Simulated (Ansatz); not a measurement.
Pulling on the Cd1–H2 bond in CdH4Si (SMILES [SiH3][CdH]) (multiplicity 1 held, fragments rigid). Energies count from the point at 1.699 Å.
Geometry at that point (charge 0, multiplicity 1):
```json
[
 {"atom": "Cd", "x (Å)": "-0.5664", "y (Å)": "-0.3105", "z (Å)": "-0.0798"},
 {"atom": "H", "x (Å)": "-2.0453", "y (Å)": "-1.1213", "z (Å)": "-0.2881"},
 {"atom": "Si", "x (Å)": "1.6349", "y (Å)": "0.8963", "z (Å)": "0.2303"},
 {"atom": "H", "x (Å)": "2.2491", "y (Å)": "0.5938", "z (Å)": "1.5500"},
 {"atom": "H", "x (Å)": "1.4709", "y (Å)": "2.3720", "z (Å)": "0.1537"},
 {"atom": "H", "x (Å)": "2.6257", "y (Å)": "0.5132", "z (Å)": "-0.8099"}
]
```

U- levels take the lowest unrestricted solution at each point, which mixes spins at long bonds. Active spaces are followed from a long bond inwards. Curves can end on different states.

Cores are frozen in the correlated methods.

Codes used: Ansatz (a quantum-chemistry and plane-wave program) with Gaussian orbitals.  In def2 rows elements past Kr take small-core potentials, without spin–orbit coupling.

Energies in kJ/mol.

```json
[
 {"R (Å)": "1.359", "U-SCS-MP2/def2-SVP": "100", "SC-NEVPT2 on CASSCF(2,2)/def2-SVP": "102", "FIC-NEVPT4(SD) on CASSCF(2,2)/def2-SVP": "104", "FIC-MRCISD+Q on CASSCF(2,2)/def2-SVP": "104"},
 {"R (Å)": "1.529", "U-SCS-MP2/def2-SVP": "18", "SC-NEVPT2 on CASSCF(2,2)/def2-SVP": "20", "FIC-NEVPT4(SD) on CASSCF(2,2)/def2-SVP": "20", "FIC-MRCISD+Q on CASSCF(2,2)/def2-SVP": "20"},
 {"R (Å)": "1.699", "U-SCS-MP2/def2-SVP": "0", "SC-NEVPT2 on CASSCF(2,2)/def2-SVP": "0", "FIC-NEVPT4(SD) on CASSCF(2,2)/def2-SVP": "0", "FIC-MRCISD+Q on CASSCF(2,2)/def2-SVP": "0"},
 {"R (Å)": "1.869", "U-SCS-MP2/def2-SVP": "15", "SC-NEVPT2 on CASSCF(2,2)/def2-SVP": "12", "FIC-NEVPT4(SD) on CASSCF(2,2)/def2-SVP": "13", "FIC-MRCISD+Q on CASSCF(2,2)/def2-SVP": "13"},
 {"R (Å)": "2.039", "U-SCS-MP2/def2-SVP": "47", "SC-NEVPT2 on CASSCF(2,2)/def2-SVP": "39", "FIC-NEVPT4(SD) on CASSCF(2,2)/def2-SVP": "41", "FIC-MRCISD+Q on CASSCF(2,2)/def2-SVP": "41"},
 {"R (Å)": "2.294", "U-SCS-MP2/def2-SVP": "106", "SC-NEVPT2 on CASSCF(2,2)/def2-SVP": "91", "FIC-NEVPT4(SD) on CASSCF(2,2)/def2-SVP": "93", "FIC-MRCISD+Q on CASSCF(2,2)/def2-SVP": "94"},
 {"R (Å)": "2.549", "U-SCS-MP2/def2-SVP": "183", "SC-NEVPT2 on CASSCF(2,2)/def2-SVP": "141", "FIC-NEVPT4(SD) on CASSCF(2,2)/def2-SVP": "145", "FIC-MRCISD+Q on CASSCF(2,2)/def2-SVP": "146"},
 {"R (Å)": "2.974", "U-SCS-MP2/def2-SVP": "249", "SC-NEVPT2 on CASSCF(2,2)/def2-SVP": "206", "FIC-NEVPT4(SD) on CASSCF(2,2)/def2-SVP": "212", "FIC-MRCISD+Q on CASSCF(2,2)/def2-SVP": "213"},
 {"R (Å)": "3.399", "U-SCS-MP2/def2-SVP": "270", "SC-NEVPT2 on CASSCF(2,2)/def2-SVP": "245", "FIC-NEVPT4(SD) on CASSCF(2,2)/def2-SVP": "252", "FIC-MRCISD+Q on CASSCF(2,2)/def2-SVP": "254"},
 {"R (Å)": "3.908", "U-SCS-MP2/def2-SVP": "279", "SC-NEVPT2 on CASSCF(2,2)/def2-SVP": "267", "FIC-NEVPT4(SD) on CASSCF(2,2)/def2-SVP": "274", "FIC-MRCISD+Q on CASSCF(2,2)/def2-SVP": "277"},
 {"R (Å)": "4.588", "U-SCS-MP2/def2-SVP": "281", "SC-NEVPT2 on CASSCF(2,2)/def2-SVP": "275", "FIC-NEVPT4(SD) on CASSCF(2,2)/def2-SVP": "283", "FIC-MRCISD+Q on CASSCF(2,2)/def2-SVP": "286"},
 {"R (Å)": "5.438", "U-SCS-MP2/def2-SVP": "282", "SC-NEVPT2 on CASSCF(2,2)/def2-SVP": "277", "FIC-NEVPT4(SD) on CASSCF(2,2)/def2-SVP": "285", "FIC-MRCISD+Q on CASSCF(2,2)/def2-SVP": "288"}
]
```

Doubts at one or more of the structures used: a spin-contaminated determinant (U-SCS-MP2/def2-SVP).
